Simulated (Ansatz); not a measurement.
Consider the formal hydrolysis of the Si–Si bond: `[SiH3][SiH2][BH][GeH3]` + H₂O → `O[SiH2][BH][GeH3]` + SiH₄.

Calculated with Ansatz (gas phase, PBE0-D4/def2-TZVP geometries, no zero-point term in ΔE). CBS: MP2 limit from def2 TZ/QZ plus the TZ coupled-cluster correction, frozen cores. This one scheme is used for every species. For Ge outer-core shells are correlated without core-valence functions, which leaves a few kJ/mol of doubt a bond. Scalar relativity is left out up to krypton. One conformer a species, not always the lowest.

| species | CCSD(T)/CBS(def2) energy (Eh) |
| --- | --- |
| `[SiH3][SiH2][BH][GeH3]` | -2684.42367 |
| H₂O | -76.37941 |
| `O[SiH2][BH][GeH3]` | -2469.36569 |
| SiH₄ | -291.46306 |

**Question.** Work out ΔE.

**Answer.** ΔE = (-2469.36569) + (-291.46306) − (-2684.42367) − (-76.37941) = -0.02567 Eh = -0.70 eV.

Largest T1 diagnostic among the species: 0.014.

From PBE to PBE0 (25 % exact exchange), in def2-TZVPP and without D4, ΔE moves by −0.06 eV. In def2-TZVPP, CCSD(T) changes the Hartree–Fock value by +0.36 eV (the triples alone add +0.05 eV) and MP2 by +0.31 eV. The D4 term adds +0.08 eV with B3LYP and +0.05 eV with PBE0; it sums over pairs of atoms, weighted by their polarisabilities, and B3LYP, whose exchange is more repulsive, gets the larger term.

B3LYP here is the variant with VWN-RPA as its local correlation; programs differ in this.
